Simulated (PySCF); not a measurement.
NMR data simulated for an unnamed compound:

¹H NMR (300 MHz, computed): δ 3.85 (s, 3H), 1.22 (s, 9H).

¹³C{¹H} NMR (computed): δ 185.9 (C), 53.8 (CH3), 41.3 (C), 29.0 (CH3).

- GFN2-xTB geometry
- GIAO PBE0/pcSseg-1 shieldings
- run in PySCF 2.14.0 with density-fitted response routines
- single conformer, gas phase, non-relativistic Hamiltonian, one averaged value for each set of equivalent atoms

Shifts are taken against calculated references (same method and geometry level): ¹H and ¹³C against TMS.

Which of these does the molecule contain: a tert-butyl group, a methoxy group, an ester, a non-aromatic C=C double bond, a nitrile, a C≡C triple bond?

Answers


- A tert-butyl group: yes (δC 29.0, 41.3; δH 1.22 (s)).
- A methoxy group: yes (δC 53.8; δH 3.85 (s)).
- An ester: yes (δC 185.9).
- A non-aromatic C=C double bond: no.
- A nitrile: no.
- A C≡C triple bond: no.

The data belong to `COC(=O)C(C)(C)C`, C$_{6}$H$_{12}$O$_{2}$; they needn't prove each group on their own.

Carbon signals by region: 1 in the far downfield region (above 160 ppm), 1 at 50–100 ppm, 2 below 50 ppm. Above 160 ppm: 185.9, ester carbonyl carbon.

Shifts are as computed. Against solution values, carbons near 30 ppm lie about +3 ppm off and those near 130 ppm about +5 ppm. Of 1211 compounds with measured shifts, 218 miss one by over three times the rms of a fit or turn the order of signals round; such compounds aren't used in these exercises. No couplings were computed; multiplicities are counted from neighbouring protons, with m where these are inequivalent, close in shift, in a saturated or five-membered ring or joined by F or P, and br s for small geminal =CH2 splittings.
